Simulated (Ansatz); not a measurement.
Mulliken charges of CH6GaNSi (`N=C[SiH2][GaH2]`) from B3LYP/def2-TZVPP in Ansatz (PBE0-D4/def2-TZVP geometry).

```
atom   x (Å)   y (Å)   z (Å)  charge (e)
  N1  -0.135   1.091  -0.624      -0.166
  C2  -0.207   1.019   0.652      -0.064
 Si3   0.056  -0.822   1.140       0.140
 Ga4   0.232  -0.903  -1.298       0.122
  H5  -0.254   2.009  -1.052       0.155
  H6  -0.391   1.924   1.241       0.104
  H7  -1.142  -1.238   1.929      -0.065
  H8   1.210  -0.861   2.087      -0.065
  H9  -1.034  -1.328  -2.128      -0.080
 H10   1.664  -0.891  -1.947      -0.080
```

Q: By hand: the dipole of these point charges (1 e Å = 4.8032 D).

A: Σ q r = (-0.063, 0.354, 0.094) e Å, of length 0.372 e Å = 1.79 D.

Q: How does the dipole of the full density compare? (Estimate.)

A: The calculation gave: (-0.123, 0.656, 0.264) e Å, 3.45 D; the point charges give 0.52 times that, at 7° from its direction.

Point charges leave out the atoms' own dipoles, such as those of lone pairs, and Mulliken's split depends on the basis, so the two needn't agree.

B3LYP here is the variant with VWN-RPA as its local correlation; programs differ in this.
